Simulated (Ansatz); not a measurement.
ClCu, charge -1, doublet (typed; the unrestricted solution is spin-contaminated), geometry from GFN2-xTB (such geometries of metal compounds can be far from the true shape) (the multiplicity is a formal guess) (a gas-phase anion, which may not be bound at this level); B3LYP/STO-3G (Ansatz, a first-principles code).

Ansatz was given this input:
Ansatz 0.2 input:
```yaml
crystal:
  periodic: [false, false, false]
  atoms:
    - {symbol: Cu, position_ang: [-0.00000000, -0.00000000, -0.78939767]}
    - {symbol: Cl, position_ang: [0.00000000, 0.00000000, 1.34661955]}
basis:
  gaussian:
    orbitals: STO-3G
    symmetry_tolerance_ang: 0.01
hamiltonian:
  xc: b3lyp
total_charge: -1
magnetization: {spin_polarized: true, initial_magnetization: 1}
```

Problem. Predict the main parts of the log of this Ansatz run.

Solution. 
```
Functional definition: B3LYP
245 factors; integrals over basis functions are off by at most 6.0e-4 eV
mean field evaluation 1: about -56300.9681 eV, gradient 3.0e1 eV
mean field evaluation 2: about -56239.4633 eV, gradient 9.8e1 eV
mean field evaluation 4: about -56346.4243 eV, gradient 1.0e2 eV
mean field evaluation 8: about -56347.4559 eV, gradient 9.9e1 eV
mean field evaluation 16: about -56510.9803 eV, gradient 1.5e1 eV
mean field evaluation 32: about -56513.4700 eV, gradient 1.2e-4 eV
mean field evaluation 64: about -56512.5225 eV, gradient 5.7e-1 eV
mean field evaluation 96: about -56513.0968 eV, gradient 2.3e0 eV
mean field evaluation 128: about -56513.3821 eV, gradient 2.4e0 eV
mean field -56513.47004018 eV, -2076.8317177709 hartree, gradient 3.4e-6 eV, S^2 2.151463; 13 other end points of the search recorded, 0 dependent functions left out
reference -56513.47019431 eV, -2076.8317234349 hartree; 24, 23 occupied and 3, 4 virtual orbitals, 245 factors
Total energy: -56513.47019431 eV, -2076.8317234349 hartree
```
